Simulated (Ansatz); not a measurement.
System: GaCl, charge 0, multiplicity 3. This is an excited triplet: at this geometry the singlet lies 3.36 eV lower at CCSD(T)/CBS(def2-TZVPPD,def2-QZVPPD). SMILES: [Ga][Cl]
Geometry: optimised at B3LYP-D3(BJ)/def2-TZVP (Ansatz, an electronic-structure program).

Parts of the frozen-core correlation energy in def2-SVP (Ansatz, hartree). Frozen orbitals: 19; correlated occupied orbitals by spin: 6 and 4; virtual: 25 and 27. Open shells are spin-unrestricted. Spin-orbit coupling is left out. Non-relativistic.

```
term                             value
-------------------------  -----------
reference (HF)             -2382.32781
MP2 opposite-spin             -0.11337
MP2 same-spin                 -0.04340
CCSD correlation              -0.17410
(T)                           -0.00430
CCSDT minus CCSD(T)           -0.00062
T1 diagnostic                    0.019
largest doubles amplitude        0.041
<S^2> of the reference           2.007
```
